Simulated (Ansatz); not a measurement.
# A ladder of methods for CH7ClSi2 (SMILES [SiH3]C[SiH2]Cl)

CH7ClSi2: 11 atoms, total charge 0, spin state singlet. SMILES: `[SiH3]C[SiH2]Cl`. Geometry: relaxed at PBE0-D4/def2-TZVP. This is one conformer, not always the lowest.

Each level gives the vertical ionisation energy (to the doublet cation) (eV). The values are calculated.

```tsv
level	kind	program	value (eV)	less CCSD(T)/def2-SVP	CPU time (all runs)
BLYP/def2-SVP	GGA	Ansatz	9.91	-0.82	38 s
PBE/def2-SVP	GGA	Ansatz	10.09	-0.64	40 s
revPBE/def2-SVP	GGA	Ansatz	10.07	-0.66	38 s
B3LYP/def2-SVP	global hybrid	Ansatz	10.47	-0.26	60 s
wB97X/def2-SVP	range-separated hybrid	Ansatz	10.99	+0.26	2.6 min
MP2/def2-SVP	perturbation theory	Ansatz	11.05	+0.32	36 s
CCSD(T)/def2-SVP	coupled cluster or CI	Ansatz	10.73	0.00	3.3 min
CCSD/def2-SVP	coupled cluster or CI	Ansatz	10.81	+0.08	2.5 min
```

CCSD(T)/def2-SVP is the highest level here, not the true value. Its T1 diagnostic reaches 0.050, a sign that one reference may not serve. The values span 9.91 to 11.05 eV. Times are those of the runs behind each value, whatever else they computed, on shared processors of several kinds: orders of magnitude only.
